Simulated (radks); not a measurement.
Problem. Species: Lu2+. Configuration: [Xe] 4f13.5 5d0.5 6s1 (fractional occupations, a model configuration). Calculated with a radial shooting solver on a logarithmic mesh with Libxc functionals: scalar-relativistic Kohn-Sham, BLYP, spin-polarised, spherical densities, finite nucleus; open shells are filled with parallel spins first (spin-orbit coupling, left out, can overturn this in heavy ions); Fermi nuclear charge, rms radius 5.37 fm. Some entries of the table are withheld. Estimate them.

orbital,occ.,eigenvalue (hartree),r(max) (bohr),<1/r> (bohr^-1)
1s up,1,-2324.518,0.01214,82.19
1s down,1,-2324.518,0.01214,82.19
2s up,1,-396.3668,0.06931,19.18
2s down,1,-396.3655,0.06931,19.18
2p up,3,-348.8741,0.05660,17.56
2p down,3,-348.8731,0.05659,17.56
3s up,1,-90.44102,0.1958,7.090
3s down,1,-90.43157,0.1957,7.091
3p up,3,-76.18450,0.1931,6.588
3p down,3,-76.17500,0.1931,6.589
3d up,5,-59.04462,0.1574,6.236
3d down,5,-59.03702,0.1574,6.237
4s up,1,-18.63494,0.4460,3.002
4s down,1,-18.61581,0.4460,3.002
4p up,3,-13.95258,0.4669,2.737
4p down,3,-13.93384,0.4669,2.737
4d up,5,-7.84049,0.4805,2.424
4d down,5,-7.82192,0.4805,2.424
5s up,1,-2.96314,1.037,1.146
5s down,1,-2.94594,1.037,1.147
5p up,3,-1.85984,1.184,0.9558
5p down,3,-1.84067,1.183,0.9579
4f up,7,-1.12569,(1),1.855
4f down,6.5,-1.10682,(2),1.855
6s up,1,(3),2.695,(4)
5d up,0.5,-0.66088,1.674,0.6024
6s down,0,(5),2.693,(6)
5d down,0,-0.63288,1.659,0.6074

Solution. 
(1) 4f up r(max) (bohr): 0.4667
(2) 4f down r(max) (bohr): 0.4668
(3) 6s up eigenvalue (hartree): -0.68099
(4) 6s up <1/r> (bohr^-1): 0.4235
(5) 6s down eigenvalue (hartree): -0.64744
(6) 6s down <1/r> (bohr^-1): 0.4216
